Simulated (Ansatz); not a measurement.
Cost and result for the atomization energy of CH₆FGeNSi (`F[SiH]1C[NH][GeH2]1`) (11 atoms, 11 bonds).

```xyz
11

F     0.863   -1.247    2.227
Si   -0.149   -0.843    1.053
C    -0.271    1.003    0.651
N    -0.384    0.809   -0.800
Ge    0.496   -0.781   -1.224
H    -1.448   -1.487    1.369
H    -1.145    1.513    1.070
H     0.626    1.548    0.979
H    -0.377    1.646   -1.363
H    -0.203   -1.534   -2.371
H     1.992   -0.626   -1.591
```

Total charge 0; spin multiplicity 1. Correlated methods include outer-core shells of Ge, which these sets cover unevenly. Scalar relativity is left out up to krypton. Geometry: relaxed with PBE0-D4/def2-TZVP. Program: Ansatz. All runs use 4 threads of an Arm Neoverse V1 on a shared host. Times are those of one run each, without the atoms' runs, and a repeat can differ threefold. Electronic energies, without spin–orbit coupling; frozen cores. CCSD(T)/CBS adds CCSD(T) − MP2 in def2-TZVPP to the MP2 limit, and its time is that of the two runs behind it. T1 = 0.012. With those shells the extrapolation isn't a true limit. B3LYP takes the VWN-RPA correlation (the form of Gaussian; ORCA's B3LYP/G).

CCSD(T)/CBS is a level of theory with its own doubt, some kJ/mol a heavy atom from the limit and from the frozen cores, so smaller differences don't rank the functionals.

```json
{"level": "PBE-D4/def2-TZVPP (with forces)", "functions": "267", "wall time": "3.3 s"}
{"level": "PBE0-D4/def2-TZVPP", "functions": "267", "wall time": "4.5 s"}
{"level": "r2SCAN-D4/def2-TZVPP (with forces)", "functions": "267", "wall time": "6.5 s"}
{"level": "B3LYP-D4/def2-TZVPP (with forces)", "functions": "267", "wall time": "6.5 s"}
{"level": "B2PLYP/def2-TZVPP", "functions": "267", "wall time": "8 s"}
{"level": "ωB97X-V/def2-TZVPP", "functions": "267", "wall time": "12 s"}
{"level": "ωB97M-V/def2-TZVPP (with forces)", "functions": "267", "wall time": "16 s"}
{"level": "MP2/def2-QZVPP", "functions": "510", "wall time": "39 s"}
{"level": "CCSD(T)/def2-TZVPP", "functions": "267", "wall time": "6.2 min"}
{"level": "CCSD(T)/CBS(def2)", "functions": "–", "wall time": "6.8 min"}
```

(1) What atomization energy does each give, and how far from CCSD(T)/CBS? (Best estimate.)

Answers

(1) Computed: 
```
                             level  atomization (kJ/mol)  difference from CCSD(T)/CBS  per bond
   PBE-D4/def2-TZVPP (with forces)                3809.7                         41.5       3.8
                PBE0-D4/def2-TZVPP                3743.8                        -24.4      -2.2
r2SCAN-D4/def2-TZVPP (with forces)                3755.5                        -12.7      -1.2
 B3LYP-D4/def2-TZVPP (with forces)                3743.1                        -25.1      -2.3
                 B2PLYP/def2-TZVPP                3705.4                        -62.8      -5.7
                ωB97X-V/def2-TZVPP                3787.5                         19.3       1.8
  ωB97M-V/def2-TZVPP (with forces)                3758.4                         -9.8      -0.9
                    MP2/def2-QZVPP                3775.4                          7.2       0.7
                CCSD(T)/def2-TZVPP                3660.6                       -107.6      -9.8
                 CCSD(T)/CBS(def2)                3768.2                          0.0       0.0
```

The D4 term adds +41.6 kJ/mol with B3LYP and +21.7 kJ/mol with PBE0; it sums over pairs of atoms, weighted by their polarisabilities, and B3LYP, whose exchange is more repulsive, gets the larger term. From PBE to PBE0 (25 % exact exchange), in def2-TZVPP and without D4, the atomization energy moves by −61.9 kJ/mol: exact exchange takes away binding that semilocal exchange gives to molecules. In def2-TZVPP, CCSD(T) changes the Hartree–Fock value by +1016.2 kJ/mol (the triples alone add +59.4 kJ/mol) and MP2 by +1067.0 kJ/mol; breaking electron pairs costs correlation energy, which Hartree–Fock lacks.
